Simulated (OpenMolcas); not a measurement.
Se₂ at 2.176 Å: OpenMolcas input and output

Input (each module block was a call of its own in one work directory; start orbitals came from a preliminary run):

```
&GATEWAY
Coord
2
angstrom
Se 0.0 0.0 0.0
Se 0.0 0.0 2.1760
Basis=ANO-RCC-VTZP
Group=XY
RX2C
AMFI
ANGMom
0.0 0.0 0.0
RICD
&SEWARD
&GUESSORB
* RASSCF and CASPT2 blocks for each multiplicity and irrep, as for the first:
&RASSCF
FileOrb=$CurrDir/o31.orb
Symmetry=1
Spin=3
nActEl=8 0 0
Inactive=18 12
RAS2=2 4
CIRoot=5 5 1
Linear
Iterations=120 100
OrbListing=Nothing
PRWF=0.15
>>COPY $Project.RasOrb $CurrDir/o31.orb
>>COPY $Project.rasscf.h5 $CurrDir/r31.h5
&CASPT2
XMultistate=all
Imaginary=0.2
IPEA=0.25
MaxIter=40
>>COPY $Project.JobMix JOB001
&RASSI
Nr of JobIphs=5 5 6 4 2 2
1 2 3 4 5
1 2 3 4 5 6
1 2 3 4
1 2
1 2
SpinOrbit
EJob
Omega
MEES
MESO
Properties=4
'AngMom' 3 'Mltpl  1' 1 'Mltpl  1' 2 'Mltpl  1' 3
Thrs=1.0d-4
>>COPY $Project.rassi.h5 $CurrDir/so.h5
```

```bash
pymolcas m.inp
```

C2 symmetry about the axis (a holds Σ, Δ, Γ; b holds Π, Φ, H; Σ⁺ and Σ⁻ are not told apart); roots by multiplicity and irrep: 3a 5, 1a 6, 3b 4, 1b 2, 5b 2.

RASSI part of the output, in excerpt:

```
SPIN-FREE ENERGIES:
  (Shifted by EMIN (a.u.) =      -4856.5073062070)
 SF State       Relative EMIN(au)   Rel lowest level(eV)    D:o, cm**(-1)      Abs_M
     1             0.0000000000        0.0000000000              0.0000         0.0
     6             0.0174034711        0.4735725728           3819.6204         2.0
     7             0.0175434143        0.4773806228           3850.3344         2.0
     8             0.0329287849        0.8960378840           7227.0329         0.0
     9             0.0891532654        2.4259839396          19566.8801         0.0
     2             0.0978024967        2.6613415146          21465.1669         2.0
     3             0.0978849745        2.6635858479          21483.2687         2.0
     4             0.1019882691        2.7752421820          22383.8378         0.0
    12             0.1320449375        3.5931257963          28980.5140         1.0
    13             0.1320449390        3.5931258360          28980.5143         1.0
     5             0.1380495618        3.7565199481          30298.3767         0.0
    14             0.1462140215        3.9786862141          32090.2685         1.0
    15             0.1462140258        3.9786863315          32090.2694         1.0
    16             0.1533677012        4.1733477548          33660.3197         1.0
    17             0.1533677039        4.1733478276          33660.3203         1.0
    10             0.1795600789        4.8860786616          39408.8821         2.0
    11             0.1802167505        4.9039476058          39553.0049         2.0
    18             0.1851855342        5.0391550985          40643.5269         1.0
    19             0.1851855724        5.0391561369          40643.5352         1.0
++ Dipole transition strengths (spin-free states):
     for osc. strength at least  1.00000000E-05
      From   To        Osc. strength     Einstein coefficients Ax, Ay, Az (sec-1)    Total A (sec-1)
         1    5       1.28073344E-01  0.00000000E+00  0.00000000E+00  7.84223218E+07  7.84223218E+07
         6   16       1.96189620E-04  2.52154129E+01  1.16504382E+05  0.00000000E+00  1.16529597E+05
         6   17       1.96189624E-04  1.16504388E+05  2.52154225E+01  0.00000000E+00  1.16529604E+05
         6   10       4.66879718E-02  0.00000000E+00  0.00000000E+00  3.94443853E+07  3.94443853E+07
         6   11       5.79396261E-02  0.00000000E+00  0.00000000E+00  4.93476209E+07  4.93476209E+07
         7   16       1.95987690E-04  1.16145011E+05  2.51376404E+01  0.00000000E+00  1.16170149E+05
         7   17       1.95987691E-04  2.51376350E+01  1.16145016E+05  0.00000000E+00  1.16170154E+05
         7   10       5.76561384E-02  0.00000000E+00  0.00000000E+00  4.86268132E+07  4.86268132E+07
         7   11       4.68367477E-02  0.00000000E+00  0.00000000E+00  3.98226687E+07  3.98226687E+07
         8   16       2.22801633E-04  9.57592234E+04  8.08035835E+03  0.00000000E+00  1.03839582E+05
         8   17       2.22801640E-04  8.08035901E+03  9.57592309E+04  0.00000000E+00  1.03839590E+05
         2   14       7.03962297E-04  5.14482858E+03  4.78651716E+04  0.00000000E+00  5.30100002E+04
         2   15       7.03962285E-04  4.78651838E+04  5.14482486E+03  0.00000000E+00  5.30100087E+04
         3   14       7.02763068E-04  4.76209575E+04  5.11857511E+03  0.00000000E+00  5.27395326E+04
         3   15       7.02762862E-04  5.11857706E+03  4.76209495E+04  0.00000000E+00  5.27395266E+04
         4   14       6.35585539E-04  3.97819299E+04  1.60579991E+02  0.00000000E+00  3.99425099E+04
         4   15       6.35585922E-04  1.60580457E+02  3.97819614E+04  0.00000000E+00  3.99425418E+04
        12   15       1.41483041E-05  0.00000000E+00  0.00000000E+00  9.12639127E+01  9.12639127E+01
        13   14       1.41482984E-05  0.00000000E+00  0.00000000E+00  9.12638013E+01  9.12638013E+01
         5   14       7.99665606E-05  6.28277147E-01  1.70638923E+02  0.00000000E+00  1.71267200E+02
         5   15       7.99666016E-05  1.70639191E+02  6.28278054E-01  0.00000000E+00  1.71267469E+02
 Electric-quadrupole - electric-quadrupole not included
 Electric-dipole - electric-octupole not included
 Electric-dipole - magnetic-quadrupole not included
   Eigenvalues of complex Hamiltonian:
  (Shifted by EMIN (a.u.) =      -4856.5073062070)
 SO State       Relative EMIN(au)   Rel lowest level(eV)    D:o, cm**(-1)      Omega
     1            -0.0021549051        0.0000000000              0.0000         0.0
     2            -0.0002854115        0.0508715112            410.3064         1.0
     3            -0.0002854115        0.0508715110            410.3064         1.0
     4             0.0171337098        0.5248699484           4233.3616         2.0
     5             0.0172733509        0.5286697758           4264.0093         2.0
     6             0.0344719847        0.9966684452           8038.6731         0.0
     7             0.0856019411        2.3879854373          19260.4015         0.0
     8             0.0902046015        2.5132302061          20270.5687         3.0
     9             0.0902046015        2.5132302061          20270.5687         3.0
    10             0.0977989601        2.7198832316          21937.3377         2.0
    11             0.0978814344        2.7221274712          21955.4387         2.0
    12             0.1019758042        2.8335409506          22854.0490         1.0
    13             0.1019758042        2.8335409506          22854.0490         1.0
    14             0.1054755000        2.9287725251          23622.1435         1.0
    15             0.1054755000        2.9287725250          23622.1435         1.0
    16             0.1055274550        2.9301862924          23633.5463         0.0
    17             0.1276108613        3.5311063898          28480.2937         0.0
    18             0.1280124483        3.5420341281          28568.4319         0.0
    19             0.1310829058        3.6255855326          29242.3194         1.0
    20             0.1310829072        3.6255855711          29242.3197         1.0
    21             0.1360348238        3.7603340885          30329.1398         2.0
    22             0.1360356354        3.7603561715          30329.3179         2.0
    23             0.1381580360        3.8181096344          30795.1310         1.0
    24             0.1381580359        3.8181096328          30795.1310         1.0
    25             0.1384391634        3.8257595013          30856.8314         0.0
    26             0.1421970660        3.9280172400          31681.5956         2.0
    27             0.1421973681        3.9280254613          31681.6619         2.0
    28             0.1463160586        4.0401007385          32585.6100         1.0
    29             0.1463160629        4.0401008561          32585.6110         1.0
    30             0.1504756998        4.1532903427          33498.5457         0.0
    31             0.1509474593        4.1661275716          33602.0850         0.0
    32             0.1542410934        4.2557519207          34324.9541         1.0
    33             0.1542410960        4.2557519912          34324.9547         1.0
    34             0.1796182976        4.9463008260          39894.6066         2.0
    35             0.1802741294        4.9641469190          40038.5451         2.0
    36             0.1816359991        5.0012052807          40337.4409         3.0
    37             0.1816359991        5.0012052807          40337.4409         3.0
    38             0.1834225253        5.0498191370          40729.5381         2.0
    39             0.1834225254        5.0498191383          40729.5381         2.0
    40             0.1852237982        5.0988342679          41124.8718         1.0
    41             0.1852238363        5.0988353056          41124.8802         1.0
    42             0.1869736240        5.1464494551          41508.9142         0.0
    43             0.1871135698        5.1502575727          41539.6287         0.0
    44             0.1888802180        5.1983305195          41927.3632         1.0
    45             0.1888802180        5.1983305192          41927.3632         1.0
 Weights of the five most important spin-orbit-free states for each spin-orbit state.
 SO State  Total energy (au)           Spin-free states, spin, and weights
    1        -0.002155       1 1.0  0.9498    8 0.0  0.0486   14 1.0  0.0005   15 1.0  0.0005   18 2.0  0.0004
    2        -0.000285       1 1.0  0.9983   15 1.0  0.0008   19 2.0  0.0005   18 2.0  0.0004   14 1.0  0.0000
    3        -0.000285       1 1.0  0.9983   14 1.0  0.0008   18 2.0  0.0005   19 2.0  0.0004   15 1.0  0.0000
    4         0.017134       6 0.0  0.9978   14 1.0  0.0011   15 1.0  0.0011   18 2.0  0.0000   19 2.0  0.0000
    5         0.017273       7 0.0  0.9978   14 1.0  0.0011   15 1.0  0.0011   19 2.0  0.0000   18 2.0  0.0000
    6         0.034472       8 0.0  0.9494    1 1.0  0.0477   14 1.0  0.0014   15 1.0  0.0014   18 2.0  0.0000
    7         0.085602       9 0.0  0.8221    4 1.0  0.1779   12 1.0  0.0000   13 1.0  0.0000    5 1.0  0.0000
    8         0.090205       2 1.0  0.5027    3 1.0  0.4973   16 0.0  0.0000   17 0.0  0.0000   12 1.0  0.0000
    9         0.090205       2 1.0  0.5027    3 1.0  0.4973   16 0.0  0.0000   17 0.0  0.0000   12 1.0  0.0000
   10         0.097799       2 1.0  1.0000   10 0.0  0.0000   11 0.0  0.0000   13 1.0  0.0000   12 1.0  0.0000
   11         0.097881       3 1.0  1.0000   10 0.0  0.0000   11 0.0  0.0000   13 1.0  0.0000   12 1.0  0.0000
   12         0.101976       4 1.0  0.9996    5 1.0  0.0002   13 1.0  0.0001   17 0.0  0.0000   16 0.0  0.0000
   13         0.101976       4 1.0  0.9996    5 1.0  0.0002   12 1.0  0.0001   16 0.0  0.0000   17 0.0  0.0000
   14         0.105476       3 1.0  0.5026    2 1.0  0.4972   17 0.0  0.0001   16 0.0  0.0000   13 1.0  0.0000
   15         0.105476       3 1.0  0.5026    2 1.0  0.4972   16 0.0  0.0001   17 0.0  0.0000   12 1.0  0.0000
   16         0.105527       4 1.0  0.8219    9 0.0  0.1777   12 1.0  0.0002   13 1.0  0.0002    5 1.0  0.0000
   17         0.127611      12 1.0  0.4820   13 1.0  0.4820    5 1.0  0.0360    4 1.0  0.0000    9 0.0  0.0000
   18         0.128012      12 1.0  0.4998   13 1.0  0.4998    9 0.0  0.0003    4 1.0  0.0002    5 1.0  0.0000
   19         0.131083      12 1.0  0.9413    5 1.0  0.0294   16 0.0  0.0224   17 0.0  0.0062   13 1.0  0.0005
   20         0.131083      13 1.0  0.9413    5 1.0  0.0294   17 0.0  0.0224   16 0.0  0.0062   12 1.0  0.0005
   21         0.136035      13 1.0  0.4994   12 1.0  0.4994   10 0.0  0.0013    2 1.0  0.0000    3 1.0  0.0000
   22         0.136036      13 1.0  0.4994   12 1.0  0.4994   11 0.0  0.0012    3 1.0  0.0000    2 1.0  0.0000
   23         0.138158       5 1.0  0.9636   13 1.0  0.0224   17 0.0  0.0116   12 1.0  0.0014   16 0.0  0.0008
   24         0.138158       5 1.0  0.9636   12 1.0  0.0224   16 0.0  0.0116   13 1.0  0.0014   17 0.0  0.0008
   25         0.138439       5 1.0  0.9640   13 1.0  0.0180   12 1.0  0.0180    9 0.0  0.0000    4 1.0  0.0000
   26         0.142197      14 1.0  0.4988   15 1.0  0.4988    6 0.0  0.0022   18 2.0  0.0001   19 2.0  0.0001
   27         0.142197      14 1.0  0.4988   15 1.0  0.4988    7 0.0  0.0022   18 2.0  0.0001   19 2.0  0.0001
   28         0.146316      14 1.0  0.9988    1 1.0  0.0008   18 2.0  0.0004   19 2.0  0.0000   15 1.0  0.0000
   29         0.146316      15 1.0  0.9988    1 1.0  0.0008   19 2.0  0.0004   18 2.0  0.0000   14 1.0  0.0000
   30         0.150476      15 1.0  0.4998   14 1.0  0.4998   18 2.0  0.0002   19 2.0  0.0002    6 0.0  0.0000
   31         0.150947      15 1.0  0.4980   14 1.0  0.4980    8 0.0  0.0020    1 1.0  0.0017   18 2.0  0.0001
   32         0.154241      16 0.0  0.9587   12 1.0  0.0265   13 1.0  0.0079    5 1.0  0.0067    3 1.0  0.0001
   33         0.154241      17 0.0  0.9587   13 1.0  0.0265   12 1.0  0.0079    5 1.0  0.0067    3 1.0  0.0001
   34         0.179618      10 0.0  0.9987   13 1.0  0.0006   12 1.0  0.0006    2 1.0  0.0000    3 1.0  0.0000
   35         0.180274      11 0.0  0.9987   13 1.0  0.0006   12 1.0  0.0006    3 1.0  0.0000    2 1.0  0.0000
   36         0.181636      18 2.0  0.5000   19 2.0  0.5000    1 1.0  0.0000   14 1.0  0.0000   15 1.0  0.0000
   37         0.181636      18 2.0  0.5000   19 2.0  0.5000    1 1.0  0.0000   14 1.0  0.0000   15 1.0  0.0000
   38         0.183423      18 2.0  0.4999   19 2.0  0.4999   14 1.0  0.0001   15 1.0  0.0001    6 0.0  0.0000
   39         0.183423      18 2.0  0.4999   19 2.0  0.4999   14 1.0  0.0001   15 1.0  0.0001    7 0.0  0.0000
   40         0.185224      18 2.0  0.9994   14 1.0  0.0004   19 2.0  0.0001    1 1.0  0.0001   15 1.0  0.0000
   41         0.185224      19 2.0  0.9994   15 1.0  0.0004   18 2.0  0.0001    1 1.0  0.0001   14 1.0  0.0000
   42         0.186974      19 2.0  0.4998   18 2.0  0.4998   15 1.0  0.0002   14 1.0  0.0002    6 0.0  0.0000
   43         0.187114      19 2.0  0.4995   18 2.0  0.4995    1 1.0  0.0008   15 1.0  0.0001   14 1.0  0.0001
   44         0.188880      19 2.0  0.4997   18 2.0  0.4995    1 1.0  0.0008   15 1.0  0.0000   14 1.0  0.0000
   45         0.188880      18 2.0  0.4997   19 2.0  0.4995    1 1.0  0.0008   14 1.0  0.0000   15 1.0  0.0000
++ Dipole transition strengths (SO states):
        for osc. strength at least   1.00000000E-05
      From   To        Osc. strength     Einstein coefficients Ax, Ay, Az (sec-1)    Total A (sec-1)
         1   17       4.15712786E-03  0.00000000E+00  0.00000000E+00  2.24918168E+06  2.24918168E+06
         1   25       1.19379839E-01  0.00000000E+00  0.00000000E+00  7.58186189E+07  7.58186189E+07
         1   32       1.86599433E-05  1.35859685E+04  1.07870760E+03  0.00000000E+00  1.46646761E+04
         1   33       1.86599430E-05  1.07870758E+03  1.35859689E+04  0.00000000E+00  1.46646764E+04
...
```

g and u states are not told apart. Only roots inside an energy window near the equilibrium distance were included, so the list of states is not complete; labels number the states computed. Each spin and symmetry block has orbitals of its own, averaged over its own roots, so gaps between blocks are less sure than gaps within one and near the minimum can be off by tenths of an eV, in bad cases by more. No Rydberg orbitals are active, so Rydberg states, and σ→σ* states whose orbital the CASSCF left unused, can be missing between those listed. CASPT2 splits the two components of degenerate states numerically, here by up to 144 cm⁻¹. No roots were computed in block 5a (none fell in the window or the block failed), so states of that kind are missing and can lie low or lowest.
